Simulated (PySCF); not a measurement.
Bond curve of NaSr⁻

Set-up: Na aug-cc-pVDZ-DK, Sr aug-cc-pVDZ-X2C; spin-free X2C with a Gaussian nucleus (PySCF 2.14). Energies in eV from Na⁻ + Sr in their ground configurations at the same level. State: ¹Σ⁺ (singlet), closed shell.

| R (Å) | TPSS | RHF-CCSD |
| --- | --- | --- |
| 3.566 | -0.4250 |  |
| 3.731 | -0.4827 | -0.3714 |
| 3.897 | -0.5151 | -0.3973 |
| 4.022 | -0.5270 | -0.4061 |
| 4.146 | -0.5307 | -0.4079 |
| 4.270 | -0.5281 | -0.4045 |
| 4.436 | -0.5172 | -0.3942 |
| 4.644 | -0.4958 | -0.3753 |
| 4.892 | -0.4636 | -0.3480 |
| 5.224 | -0.4168 |  |

Problem. Put a parabola through the three lowest points of the TPSS curve and estimate Re, k and ωe (reduced mass 18.22 u; 1 eV/Å² = 0.16022 mdyn/Å; ωe = 1302.8·√(k/μ) cm⁻¹).

Solution. Through R = 4.022, 4.146, 4.27 Å the second-order coefficient is 0.205 eV/Å², so Re ≈ 4.157 Å, k ≈ 0.0656 mdyn/Å and ωe ≈ 78 cm⁻¹. A polynomial fit of higher order to the unrounded TPSS energies gives Re = 4.151 Å, k = 0.0646 mdyn/Å, ωe = 77.6 cm⁻¹; anharmonicity and rounding make the difference.

The higher-order fit for each curve: TPSS: Re = 4.151 Å, ωe = 77.6 cm⁻¹, De = 0.53 eV; RHF-CCSD: Re = 4.122 Å, ωe = 72.8 cm⁻¹, De = 0.408 eV.

Correlated steps freeze 10 core orbitals. Closed-shell solutions of metal pairs were not tested for spin polarisation, which can lower them a little. Correlated levels converge slowly with the basis: in double zeta they bind strong bonds too weakly, by up to about 1 eV, and carry superposition errors of some tenths. For an ion De counts to the pair picked by the measured ionisation energies or electron affinities, which need not be the lowest pair at this level. The highest Kohn–Sham level is positive in this anion. Much of that is self-interaction error, but it also means that the finite basis helps to hold the extra electron.
